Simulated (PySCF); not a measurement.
# Excitation energy of Kr by level of theory

Kr [Kr] (1S) → Kr [Ar] 3d10 4s1 4p6 5s1 (3S), as a difference of total energies. All numbers are calculated (PySCF 2.14, scalar relativity through the core potential, in aug-cc-pV5Z-PP with ECP10MDF). Correlated levels: valence: 3s2 3p6 3d10 frozen. The calculations carry no spin-orbit coupling.

```
           method  excitation energy (cm⁻¹)
              UHF                    220810
              LDA                    197830
              PBE                    196790
             PBE0                    204630
           r2SCAN                    204960
        BHandHLYP                    211400
            B97-3                    205840
            B3LYP                    202760
    MP2 (valence)                    206550
SCS-MP2 (valence)                    204450
```

The upper state lies above the first ionisation limit, where it may autoionise and the basis confines it. A Rydberg-like electron needs more diffuse functions than a valence basis has.

The promoted electron is Rydberg-like, and one or two diffuse shells describe it only roughly, which tends to raise the upper state.
